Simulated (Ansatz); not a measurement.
Mulliken charges of `[Cl][Sn]([Cl])([Cl])[SeH]` from B3LYP/def2-TZVPP in Ansatz (PBE0-D4/def2-TZVP geometry).

```json
{"atom": "Cl1", "x (Å)": "-1.140", "y (Å)": "-1.487", "z (Å)": "1.497", "charge (e)": "-0.312"}
{"atom": "Sn2", "x (Å)": "0.260", "y (Å)": "-0.410", "z (Å)": "0.018", "charge (e)": "1.045"}
{"atom": "Cl3", "x (Å)": "2.422", "y (Å)": "-1.044", "z (Å)": "0.476", "charge (e)": "-0.315"}
{"atom": "Cl4", "x (Å)": "-0.300", "y (Å)": "-1.204", "z (Å)": "-2.071", "charge (e)": "-0.312"}
{"atom": "Se5", "x (Å)": "0.116", "y (Å)": "2.073", "z (Å)": "0.183", "charge (e)": "-0.186"}
{"atom": "H6", "x (Å)": "-1.316", "y (Å)": "2.008", "z (Å)": "-0.148", "charge (e)": "0.080"}
```

By hand: the dipole of these point charges (1 e Å = 4.8032 D).

Σ q r = (-0.169, 0.515, 0.002) e Å, of length 0.542 e Å = 2.60 D.

How does the dipole of the full density compare? (Best estimate.)

Ansatz gave: (-0.136, 0.415, 0.002) e Å, 2.10 D; the point charges give 1.24 times that, at 0° from its direction.

Point charges leave out the atoms' own dipoles, such as those of lone pairs, and Mulliken's split depends on the basis, so the two needn't agree.

B3LYP here is the variant with VWN-RPA as its local correlation; programs differ in this.
